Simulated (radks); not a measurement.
Values are calculated unless marked as measured or tabulated.
The palladium ion Pd3+, configuration [Ar] 3d10 4s2 4p5 4d8 (not the ground configuration).

Code: a radial shooting solver on a logarithmic mesh with Libxc functionals. Model: scalar-relativistic Kohn-Sham, revPBE, spin-polarised, spherical densities, point nucleus; open shells are filled with parallel spins first (spin-orbit coupling, left out, can overturn this in heavy ions).

Energy parts (eV):
| part | energy |
|---|---|
| total | -137199.644 |
| kinetic | 142317.498 |
| electron-nucleus | -329709.824 |
| Hartree | 54076.341 |
| exchange-correlation | -3883.659 |

Orbitals (lengths in bohr, moments of r in powers of bohr; <r^-3> diverges for s and p1/2; r(max) is where P^2 peaks):
orbital  occ.  eigenvalue (eV)   r(max)   <1/r>  <r^-3>     <r^2>
1s up       1        -24212.96  0.02065   48.24       -  0.001371
1s down     1        -24212.74  0.02065   48.24       -  0.001371
2s up       1        -3573.221   0.1168   10.94       -   0.02256
2s down     1        -3572.686   0.1168   10.94       -   0.02256
2p up       3        -3207.917  0.09340   10.58    3504   0.01777
2p down     3        -3207.396  0.09340   10.58    3504   0.01777
3s up       1        -680.5274   0.3417   3.829       -    0.1645
3s down     1        -680.1145   0.3418   3.828       -    0.1644
3p up       3        -560.4732   0.3349   3.647   618.6    0.1665
3p down     3        -559.9952   0.3350   3.647   618.4    0.1663
3d up       5        -369.9396   0.2823   3.420   84.19    0.1525
3d down     5        -369.3119   0.2824   3.420   84.20    0.1523
4s up       1        -128.8279   0.8485   1.470       -    0.9892
4s down     1        -125.9930   0.8476   1.471       -    0.9906
4p up       3         -94.0392   0.9038   1.328   103.2     1.184
4p down     2         -91.2333   0.9035   1.326   103.1     1.190
4d up       5         -43.7112    1.049   1.033   9.234     1.930
4d down     3         -41.2383    1.053   1.020   9.006     2.000
5s up       0         -31.0960    2.130  0.5468       -     6.306
5s down     0         -30.2001    2.164  0.5355       -     6.522
5p up       0         -23.5890    2.490  0.4629   13.28     8.603
5p down     0         -22.9568    2.537  0.4529   12.56     8.915

The highest occupied level is 4d down at -41.238 eV. Spin moment in Bohr magnetons: 3.
